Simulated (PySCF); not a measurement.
C₂BrCl₃. Atoms are numbered in the order given.

```xyz
6

Cl     2.0222    -0.9720     0.0000
C      0.2964    -1.0025     0.0000
Cl    -0.4132    -2.5787     0.0000
C     -0.4566     0.1189     0.0000
Cl    -2.1809     0.0623     0.0000
Br     0.3052     1.8459     0.0000
```
Charge 0, spin multiplicity 1.

The structure is a stationary point at B3LYP-D3(BJ)/def2-SVP.

Computed with PBE/def2-TZVP (PySCF).

Symmetry labels are those of the subgroup Cs that the program uses (full group Cs).

Computed valence orbital energies around the gap with their symmetry:
| orbital | symmetry | energy (eV) |
|---|---|---|
| HOMO−7 | A" | -9.24 |
| HOMO−6 | A' | -8.80 |
| HOMO−5 | A' | -8.43 |
| HOMO−4 | A" | -8.42 |
| HOMO−3 | A' | -8.14 |
| HOMO−2 | A" | -7.89 |
| HOMO−1 | A' | -7.21 |
| HOMO | A" | -6.15 |
| LUMO | A' | -2.03 |
| LUMO+1 | A" | -2.02 |
| LUMO+2 | A' | -1.48 |
| LUMO+3 | A' | -1.28 |
